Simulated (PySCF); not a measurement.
W(NH)(S)(OH)(SH) (H3NOS2W), SMILES [S]=[W]([SH])([OH])=[NH], multiplicity 1.

Geometry: PBE-D3(BJ)/def2-SVP. The multiplicity is an assumed one; no other spin state was optimised. The structure was generated by enumeration; whether it is a known compound was not checked. The def2 effective core potentials stand for the cores of W; spin–orbit coupling is left out. Other conformers were not sampled.

Two levels are set side by side: TDA-PBE/def2-SVPD (PySCF) and TDA-PBE0/def2-SVPD (PySCF). Vertical, same geometry. The lowest singlet is HOMO→LUMO 84 % with PBE and HOMO−1→LUMO 82 %, HOMO−1→LUMO+1 13 % with the other functional; states are paired by order. Differences are taken from unrounded values.

| quantity | TDA-PBE0 | TDA-PBE | TDA-PBE minus TDA-PBE0 |
|---|---|---|---|
| lowest singlet excitation (eV) | 3.57 | 3.45 | -0.12 |
| lowest triplet excitation (TDA) (eV) | 3.09 | 3.04 | -0.05 |

Functionals without exact exchange tend to place singlet excitations lower, as here. Differences between two approximate levels are no errors against the true value.

Rough cost on one machine, each run with all the roots and properties that it gave: TDA-PBE0 against TDA-PBE about 3 times.
